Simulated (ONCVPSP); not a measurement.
Sn: ONCV pseudisation with PBE, scalar-relativistic reference atom.

ONCVPSP 4.0.1 input, shortened (lines: element, Z, core and valence counts, functional; n l f; lmax; l rc ep ncon nbas qcut; lloc lpopt rc5 dvloc0; l nproj debl; icmod fcfact rcfact), PBE, scalar-relativistic:

```
  Sn 50.00    6    5        4      upf
    1    0    2.00
    2    0    2.00
    2    1    6.00
    3    0    2.00
    3    1    6.00
    3    2   10.00
    4    0    2.00
    4    1    6.00
    4    2   10.00
    5    0    2.00
    5    1    1.50
    2
    0    1.40    0.00    3    7    8.90
    1    1.40    0.00    4    8   12.50
    2    1.10    0.00    5   10   10.10
    4    5    1.05    0.00
    0    2    2.30
    1    2    0.60
    2    2    1.30
    3    2.75    1.60
```

What the tests gave:

```
Cutoffs needed             : 44 Ha and 53 Ha (the cutoffs (Ha) at which the residual kinetic energy of the hardest occupied pseudo-wave falls to 1 and 0.1 mHa per electron)
Ghost test                 : no bound ghost flagged; no localised positive-energy state flagged
Largest excitation error   : -3.9 meV (all-electron minus pseudo) for 4s2 4p6 4d10 5s2 5p0, out of 4 test configurations
rms error of d²Exc/dni dnj : 2.76 mHa without and 1.70 mHa with the model core
```

Generation and tests took about 3.5 s on one core of a shared server CPU.
